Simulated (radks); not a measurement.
Initial-state core-level shifts of the chromium ion Cr+ when its valence configuration changes from [Ar] 3d5. Method: non-relativistic Kohn-Sham, PBE, spin-polarised, spherical densities, point nucleus; open shells are filled with parallel spins first; computed with a radial shooting solver on a logarithmic mesh with Libxc functionals. Shifts are changes of the shell-averaged eigenvalues in eV (positive: less bound); the change of the density at the nucleus, which sets a Mossbauer isomer shift, is in e/bohr^3, on a base of 9321.

valence               1s       2s       2p       3s  density at nucleus
3d3 4s2          -12.188  -13.821  -13.669  -11.928            +13.0255
3d4.5 4s0.5       -2.485   -2.822   -2.789   -2.528             +2.7124
3d4 4p1           -6.605   -7.270   -7.201   -6.631             +0.9952
3d2 4s2 4p1      -21.387  -24.204  -23.951  -20.335            +17.3928
3d1.5 4s2 4p1.5  -26.317  -29.813  -29.505  -24.666            +19.8527
3d3 4p2          -14.452  -16.071  -15.912  -14.160             +2.6302
3d0.5 4s2 4p2.5  -36.792  -41.797  -41.377  -33.507            +25.2543
3d3 4s1 4p1      -13.239  -14.896  -14.738  -12.953             +8.3062
3d4.5 4p0.5       -3.126   -3.421   -3.390   -3.173             +0.4189
